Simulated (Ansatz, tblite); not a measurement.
Cost and result up the ladder for In8N8H22, a nanocrystal cut from wurtzite InN (hydrogen-capped) (38 atoms). The state is a singlet with charge 0. Geometry: PBE-D4/def2-SVP.

```csv
atom,x (Å),y (Å),z (Å)
In1,-1.1133,-1.8170,3.5958
N2,0.4827,-0.2294,3.8607
N3,-1.1343,-1.7548,1.3628
In4,-1.8262,0.1911,0.6277
In5,1.5387,0.6784,2.1077
N6,-0.1021,1.5243,0.9349
N7,-1.9547,-0.0239,-1.5501
In8,-2.8280,1.8021,-2.4954
In9,0.6978,2.4523,-0.8769
N10,-1.1437,3.2003,-1.9073
In11,0.7190,-2.5841,0.5940
N12,2.1657,-0.9844,0.8667
N13,0.4337,-2.5332,-1.6275
In14,-0.1982,-0.6493,-2.6624
In15,3.1088,-0.3015,-1.0552
N16,1.3544,0.7265,-2.0120
H17,-2.5797,-1.0919,4.1946
H18,-0.3205,-3.2945,4.0829
H19,0.0713,0.5451,4.4042
H20,1.2052,-0.6160,4.4875
H21,-1.8810,-2.4220,1.0993
H22,-3.2672,0.8003,1.3951
H23,2.7506,1.7900,2.6818
H24,-0.4642,2.3091,1.5033
H25,-2.6711,-0.7551,-1.7056
H26,-4.2001,2.3225,-1.5568
H27,-2.6565,1.6434,-4.2258
H28,1.8097,3.7751,-0.6592
H29,-1.5430,3.9458,-1.3164
H30,-0.8388,3.6957,-2.7594
H31,1.1905,-4.1842,1.0905
H32,2.9665,-1.4131,1.3623
H33,-0.2024,-3.2972,-1.9023
H34,1.3475,-2.7903,-2.0376
H35,-0.3479,-0.9389,-4.3720
H36,4.2784,0.9320,-0.6517
H37,3.3809,-1.7611,-1.9994
H38,1.7713,1.1077,-2.8789
```

Ansatz on 2 threads of AMD EPYC 7R13 on a shared host and a share (18 GiB) of an NVIDIA H100 80GB HBM3; xTB runs through tblite on one thread. Times are rough, summed over both states, and most runs start from the orbitals of an earlier one. PBE0-D4/def2-TZVP serves as the yardstick here, not as an exact answer. The other state is a triplet.

In the def2 sets In takes a core potential; there is no spin–orbit coupling. The xTB rows come from tblite. Single mean-field runs in def2-TZVP are fitted with def2-universal-jkfit. HOMO above LUMO, or a gap near zero within one spin, warns that the state may not be the lowest or that an electron is smeared out.

xTB has no spin-polarisation term.

```json
{"level": "GFN2-xTB", "functions": "126", "wall time": "0.23 s"}
{"level": "GFN1-xTB", "functions": "148", "wall time": "0.25 s"}
{"level": "PBE-D4/def2-TZVP (with forces)", "functions": "780", "wall time": "34 s"}
{"level": "PBE0-D4/def2-TZVP (with forces)", "functions": "780", "wall time": "46 s"}
```

Problem. Estimate what each level gives for the vertical triplet (eV).

Solution. 
```
                          level  vertical triplet (eV)  difference from PBE0-D4/def2-TZVP (eV)                                  remarks
                       GFN2-xTB                   3.40                                   -1.37                                        –
                       GFN1-xTB                   3.17                                   -1.59                                        –
 PBE-D4/def2-TZVP (with forces)                   3.99                                   -0.77  gap within one spin near zero (triplet)
PBE0-D4/def2-TZVP (with forces)                   4.76                                    0.00                                        –
```
